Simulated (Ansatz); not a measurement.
Isolated molecules relaxed with PBE0-D4/def2-TZVP in Ansatz; ΔE leaves out vibrations. CCSD(T)/CBS adds triple-zeta CCSD(T) − MP2 to the extrapolated MP2 energy (def2 sets, frozen cores). DFT in def2-TZVPP. B3LYP here is the variant with VWN-RPA as its local correlation; programs differ in this. For Ge outer-core shells are correlated without core-valence functions, which leaves a few kJ/mol of doubt a bond. Scalar relativity is left out up to krypton. One conformer a species, not always the lowest.

`[CH3][AlH][S]C` + `BO[C](=O)[GeH3]` → `C[S][AlH][GeH3]` + `BOC(C)=O`  (redistribution)

`[CH3][AlH][S]C`:

```xyz
11

C     0.302   -1.319   -1.080
Al    1.474   -0.051   -0.170
S     0.655    1.488    1.131
C    -1.141    1.200    1.059
H    -0.406   -0.810   -1.742
H     0.878   -2.021   -1.688
H    -0.290   -1.904   -0.369
H     3.053   -0.037   -0.297
H    -1.627    2.099    0.681
H    -1.505    0.994    2.065
H    -1.395    0.361    0.411
```

`BO[C](=O)[GeH3]`:

```xyz
10

B     2.146    0.278    0.471
O     1.025   -0.079   -0.226
C    -0.142   -0.466    0.396
O    -0.151   -1.052    1.431
Ge   -1.745    0.020   -0.690
H     3.122    0.472   -0.187
H     2.098    0.417    1.654
H    -1.637   -0.691   -2.043
H    -1.738    1.540   -0.892
H    -2.980   -0.437    0.088
```

`C[S][AlH][GeH3]`:

```xyz
11

C     0.340    1.591    1.263
S    -0.708    2.069   -0.147
Al   -0.911    0.259   -1.327
Ge    0.155   -1.847   -0.579
H     1.353    1.958    1.102
H    -0.072    2.057    2.157
H     0.363    0.512    1.407
H    -1.762    0.415   -2.653
H     1.650   -1.885   -0.958
H     0.092   -2.040    0.950
H    -0.500   -3.088   -1.215
```

`BOC(C)=O`:

```xyz
10

B     1.205    1.106    1.177
O     0.328    0.123    0.822
C    -0.451    0.204   -0.311
C    -0.801   -1.156   -0.816
O    -0.807    1.243   -0.770
H     1.728    0.966    2.241
H     1.437    2.007    0.432
H     0.111   -1.713   -1.039
H    -1.423   -1.074   -1.703
H    -1.328   -1.707   -0.034
```

```
             level  ΔE (kcal/mol)  difference from CCSD(T)/CBS
          B3LYP-D4           -9.7                          0.1
            r2SCAN          -10.4                         -0.6
              PBE0          -12.0                         -2.2
     HF/def2-TZVPP          -11.8                         -2.0
    MP2/def2-TZVPP           -8.3                          1.5
SCS-MP2/def2-TZVPP           -8.3                          1.5
   CCSD/def2-TZVPP          -10.0                         -0.2
     HF/def2-QZVPP          -11.7                         -1.9
    MP2/def2-QZVPP           -8.4                          1.4
SCS-MP2/def2-QZVPP           -8.4                          1.4
       CCSD(T)/CBS           -9.8                            0
```

Largest T1 diagnostic among the species: 0.015.

In def2-TZVPP, CCSD(T) changes the Hartree–Fock value by +2.3 kcal/mol (the triples alone add +0.5 kcal/mol) and MP2 by +3.5 kcal/mol. From PBE to PBE0 (25 % exact exchange), in def2-TZVPP and without D4, ΔE moves by −1.1 kcal/mol.
